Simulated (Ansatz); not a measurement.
Basis-set extrapolation for CH10B2Si2, SMILES `B[SiH](C)B[SiH3]` (PBE0-D4/def2-TZVP geometry, frozen core, the Gaussian-basis code of Ansatz). Multiplicity 1, RHF reference.

```json
{"": "HF", "def2-TZVPP": "-670.906604", "def2-QZVPP": "-670.928623"}
{"": "MP2 correlation", "def2-TZVPP": "-0.627607", "def2-QZVPP": "-0.669208"}
{"": "CCSD(T) correlation", "def2-TZVPP": "-0.738974", "def2-QZVPP": "not run"}
```

Energies in hartree. Use E(X) = E(∞) + A·exp(−7.88·√X) for Hartree–Fock and E(X) = E(∞) + B·X^(−2.97) for correlation, with X = 3 and 4, and add CCSD(T) minus MP2 of the smaller set to the MP2 limit.

**Question.** What is the CCSD(T) energy at the basis-set limit?

**Answer.** HF limit: -670.928623 + (-0.022019) × 0.13774 = -670.93166. MP2 limit: -0.669208 + (-0.041601) × 0.74074 = -0.70002. Higher-order term: -0.738974 − (-0.627607) = -0.11137. Total: -671.74305 hartree, 255.9 kJ/mol below CCSD(T)/def2-TZVPP.
